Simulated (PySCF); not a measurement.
**Optical rotation: SMILES C[C@@H]1CCOC[C@@H]1Cl, C₆H₁₁ClO**

Geometry:
```
atom   x (Å)   y (Å)   z (Å)
  C1   2.197  -0.072  -0.075
  C2   0.724   0.021   0.308
  C3  -0.036  -1.263  -0.030
  C4  -1.508  -1.106   0.353
  O5  -2.106  -0.008  -0.299
  C6  -1.470   1.202   0.004
  C7   0.017   1.201  -0.361
 Cl8   0.171   1.111  -2.140
  H9   2.715   0.851   0.174
 H10   2.669  -0.892   0.461
 H11   2.302  -0.251  -1.142
 H12   0.654   0.194   1.390
 H13   0.037  -1.452  -1.102
 H14   0.393  -2.111   0.504
 H15  -1.595  -0.980   1.445
 H16  -2.088  -1.978   0.047
 H17  -2.005   1.972  -0.557
 H18  -1.554   1.421   1.083
 H19   0.474   2.150  -0.070
```

The calculation used TDDFT CAM-B3LYP/def2-SVPD circular dichroism and optical rotation, one conformer, gas phase (PySCF). Geometry: GFN2-xTB.

Stereocentres: C2 R, C7 R.

(1) What is the specific rotation at 633, 589.3, 546, 436, 405, 365, 355 nm?

(2) And for the mirror image at 589.3 nm?

(3) What is the molar rotation [Φ] = [α]·M/100 of the geometry above at 589.3 nm?

## Answers

(1) [α] in deg dm⁻¹ (g/mL)⁻¹:
```csv
λ (nm),origin-invariant length gauge,modified velocity gauge,length gauge (centre of mass),isotropic polarisability (au)
633,+82.1,+83.3,+83.0,87.3
589.3,+95.9,+97.4,+97.0,87.5
546,+113.5,+115.2,+114.8,87.8
436,+189.8,+192.8,+191.9,89.1
405,+226.6,+230.2,+229.1,89.7
365,+293.7,+298.5,+296.9,90.7
355,+315.6,+320.8,+319.0,91.0
```

(2) -95.9 deg dm⁻¹ (g/mL)⁻¹ (origin-invariant length gauge): the same size and the opposite sign.

(3) With M = 134.60 g/mol, +129.1 deg cm² dmol⁻¹ (origin-invariant length gauge).

The first excitation lies at 7.21 eV (172 nm) with R = +14.2 × 10⁻⁴⁰ esu² cm² (velocity form).
